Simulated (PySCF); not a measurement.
C$_{4}$H$_{10}$O$_{2}$Sb (SMILES CC[O][Sb+][O]CC), charge +1, singlet, geometry from GFN2-xTB (all electrons, no relativity); M06/3-21G in PySCF.

Input for PySCF:
```python
from pyscf import gto, scf, dft

mol = gto.M(
    atom='''
Sb   -0.209122    0.737031    0.261695
O    -0.551862   -1.135489    0.304901
C    -1.598000   -1.820024    0.975159
C    -2.542198   -0.920732    1.741652
H    -2.135283   -2.386386    0.206379
H    -1.112976   -2.539260    1.644330
H    -3.024994   -0.212935    1.062670
H    -3.312659   -1.516051    2.224994
H    -1.996704   -0.367879    2.510956
O     1.280426    0.507835   -0.842181
C     1.836769   -0.689854   -1.387277
C     2.904202   -0.296771   -2.389438
H     2.265658   -1.283221   -0.571248
H     1.046081   -1.285148   -1.857997
H     3.675859    0.297536   -1.908882
H     3.355771   -1.194533   -2.801860
H     2.471324    0.284819   -3.198099
''',
    basis='3-21g',
    charge=1,
    spin=0,
    verbose=4,
)

mf = dft.RKS(mol)
mf.xc = 'm06'
mf.grids.prune = dft.gen_grid.treutler_prune
mf.kernel()
```

Task: Predict the main parts of the log of this PySCF run.

Result: 
```
PySCF version 2.14.0

[INPUT] verbose = 4
[INPUT] num. atoms = 17
[INPUT] num. electrons = 100
[INPUT] charge = 1
[INPUT] spin (= nelec alpha-beta = 2S) = 0
[INPUT] symmetry False subgroup None
[INPUT] Mole.unit = angstrom
[INPUT] Symbol           X                Y                Z      unit          X                Y                Z       unit  Magmom
[...]
nuclear repulsion = 721.221042616264
number of shells = 63
number of NR pGTOs = 201
number of NR cGTOs = 105
basis = 3-21g
ecp = {}

******** <class 'pyscf.dft.rks.RKS'> ********
method = RKS
initial guess = minao
damping factor = 0
level_shift factor = 0
DIIS = <class 'pyscf.scf.diis.CDIIS'>
diis_start_cycle = 1
diis_space = 8
diis_damp = 0
SCF conv_tol = 1e-09
SCF conv_tol_grad = None
SCF max_cycles = 50
direct_scf = True
direct_scf_tol = 1e-13
XC library pyscf.dft.libxc version 7.1.2
    S. Lehtola, C. Steigemann, M. J. T. Oliveira, and M. A. L. Marques,  SoftwareX 7, 1–5 (2018)
XC functionals = m06
    Y. Zhao and D. G. Truhlar,  Theor. Chem. Acc. 120, 215 (2008)
    Y. Zhao and D. G. Truhlar,  Theor. Chem. Acc. 120, 215 (2008)
radial grids:
    Treutler-Ahlrichs [JCP 102, 346 (1995); DOI:10.1063/1.469408] (M4) radial grids

becke partition: Becke, JCP 88, 2547 (1988); DOI:10.1063/1.454033
pruning grids: <function treutler_prune>
grids dens level: 3
symmetrized grids: False
atomic radii adjust function: <function treutler_atomic_radii_adjust>
small_rho_cutoff = 0
Set gradient conv threshold to 3.16228e-05
Initial guess from minao.
tot grids = 178864
init E= -6581.43393783489
[...]
cycle= 1 E= -6594.70721339257  delta_E= -13.3  |g|= 1.01  |ddm|= 3.94
[...]
cycle= 2 E= -6593.68748514567  delta_E= 1.02  |g|= 2.22  |ddm|= 3.07
[...]
cycle= 3 E= -6594.92633068442  delta_E= -1.24  |g|= 0.225  |ddm|= 2.43
[...]
cycle= 4 E= -6594.92737798089  delta_E= -0.00105  |g|= 0.235  |ddm|= 0.413
[...]
cycle= 5 E= -6594.93770851046  delta_E= -0.0103  |g|= 0.0876  |ddm|= 0.265
[...]
cycle= 6 E= -6594.93946276312  delta_E= -0.00175  |g|= 0.00762  |ddm|= 0.0786
[...]
cycle= 7 E= -6594.93947948806  delta_E= -1.67e-05  |g|= 0.000917  |ddm|= 0.0103
[...]
cycle= 8 E= -6594.93947975151  delta_E= -2.63e-07  |g|= 0.000282  |ddm|= 0.00169
[...]
cycle= 9 E= -6594.93947977327  delta_E= -2.18e-08  |g|= 8.77e-05  |ddm|= 0.000386
[...]
cycle= 10 E= -6594.93947977526  delta_E= -1.98e-09  |g|= 1.52e-05  |ddm|= 0.000115
[...]
cycle= 11 E= -6594.93947977538  delta_E= -1.24e-10  |g|= 2.47e-06  |ddm|= 2.78e-05
[...]
Extra cycle  E= -6594.93947977536  delta_E= 2e-11  |g|= 5.32e-06  |ddm|= 8.84e-06
converged SCF energy = -6594.93947977536
```
